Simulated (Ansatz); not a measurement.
`[NH2][Ga]([NH2])[Cl]` + H–F → `[NH2][Ga]([F])[Cl]` + NH₃ at 400 K and 1 bar (ligand exchange at a Ga–N bond).

Computed with Ansatz on PBE0-D4/def2-TZVP structures; ΔE is electronic, products minus reactants. CCSD(T)/CBS is the MP2 limit (def2-TZVPP, def2-QZVPP) plus CCSD(T) − MP2 in def2-TZVPP, frozen cores. This one scheme is used for every species. For Ga outer-core shells are correlated without core-valence functions, which leaves a few kJ/mol of doubt a bond. Scalar relativity is left out up to krypton. One conformer a species, not always the lowest.

```json
{"species": "`[NH2][Ga]([NH2])[Cl]`", "CCSD(T)/CBS energy (Eh)": "-2495.64015", "H − E (kJ/mol)": "169.0", "S (J/(mol·K))": "374.0"}
{"species": "H–F", "CCSD(T)/CBS energy (Eh)": "-100.39570", "H − E (kJ/mol)": "36.5", "S (J/(mol·K))": "182.2"}
{"species": "`[NH2][Ga]([F])[Cl]`", "CCSD(T)/CBS energy (Eh)": "-2539.54166", "H − E (kJ/mol)": "103.4", "S (J/(mol·K))": "362.5"}
{"species": "NH₃", "CCSD(T)/CBS energy (Eh)": "-56.50880", "H − E (kJ/mol)": "104.2", "S (J/(mol·K))": "203.1"}
```

H − E and S are ideal-gas, rigid-rotor, harmonic terms from PBE0-D4/def2-TZVP, for one conformer and one mirror image of each species. 1 Eh = 2625.50 kJ/mol, R = 8.31446 J/(mol·K).

Question: By hand: ΔE, ΔH, ΔS and ΔG.

Answer: ΔE = (-2539.54166) + (-56.50880) − (-2495.64015) − (-100.39570) = -0.01461 Eh = -38.4 kJ/mol. Δ(H − E) = 103.4 + 104.2 − 169.0 − 36.5 = 2.1, so ΔH = -36.3 kJ/mol. ΔS = 362.5 + 203.1 − 374.0 − 182.2 = 9.4 J/(mol·K). ΔG = -36.3 − 400 × (9.4)/1000 = -40.1 kJ/mol.

Question: By hand: the equilibrium constant, and the temperature at which ΔG would vanish if ΔH and ΔS stayed fixed.

Answer: log₁₀ K = −ΔG/(RT ln 10) = 5.2. ΔH and −TΔS have one sign here, so there is no such temperature.

The number of gas molecules stays the same, so ΔS is small and ΔH decides. A doubt of 5 kJ/mol in ΔE shifts log₁₀ K by 0.7 here. Other conformers and mirror images would add mixing entropy, several J/(mol·K) or more a flexible species. These are equilibria of isolated gas molecules and say nothing of rates. Largest T1 diagnostic: 0.013 (customary marks: 0.02 for closed shells, 0.045 for open ones).

ΔS is within the doubt of such terms, so its sign, and with it that verdict, could turn.
